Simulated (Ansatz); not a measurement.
Cartesian coordinates in Å:
```
Al -0.824 0.408 -0.556
C 0.767 -0.539 0.094
I 0.376 0.474 2.004
H -2.217 -0.333 -0.444
H -0.612 1.813 -1.252
H 1.770 -0.224 -0.182
H 0.740 -1.599 0.337
```

The species carries charge 0 and has multiplicity 1. I takes the def2 core potential. The bonds changed during the relaxation, so this is another structure than the one it started from.

(1) List the PBE0/def2-TZVPP orbital energies in eV (Ansatz). (Estimate.)

Results:

(1) Computed: Occupied: -1527.53, -279.25, -188.24, -134.18, -133.94, -133.89, -113.42, -73.54, -73.35, -73.33, -53.28, -53.22, -53.17, -52.96, -52.96, -21.10, -17.95, -12.39, -12.18, -10.25, -8.83, -8.45, -7.80, -7.73. Lowest empty: -1.46, -0.74, 0.89, 1.35, 1.98, 2.52, 2.64, 3.26.
